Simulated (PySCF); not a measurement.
Dipole response of Te²⁺ (tellurium, charge +2)

[Kr] 4d10 5s2 5p2, high-spin 3P determinant. Calculation: PySCF 2.14, in x2c-TZVPPall with one added diffuse shell each of s, p, d, f type (9s7p5d3f, 76 functions); scalar relativity by spin-free X2C-1e. Coupled (time-dependent) response in atomic units; α is the mean over directions.

```csv
method,mean α (bohr³),"α xx, yy, zz",C₆ (like pair),S(−4)
LC-wPBE,14.91,"14.78, 14.97, 14.97",99.90,52.33
```

S(−4) is the Cauchy moment in α(ω) = α(0) + S(−4) ω² + …

Spin-orbit coupling is absent.

α(iu) at LC-wPBE:

```
u (hartree)  α(iu) (bohr³)
          0          14.91
     0.0500          14.78
      0.100          14.40
      0.200          13.10
      0.300          11.44
      0.500          8.311
      0.750          5.668
       1.00          4.114
       1.50          2.546
       2.00          1.801
       3.00          1.090
       5.00         0.5444
```

A single London oscillator, α(iu) = α/(1 + u²/ω²), gives C₆ = (3/4) ω α². Matching the computed C₆ needs ω = 4 × 99.90 / (3 × 14.91²) = 0.599 hartree.

For an ion, C₆ is the dispersion term alone; charge-induced terms of lower order in 1/R come first.

The components differ because the open shell of this determinant is not spherical; for a pure term their mean is the scalar polarisability.
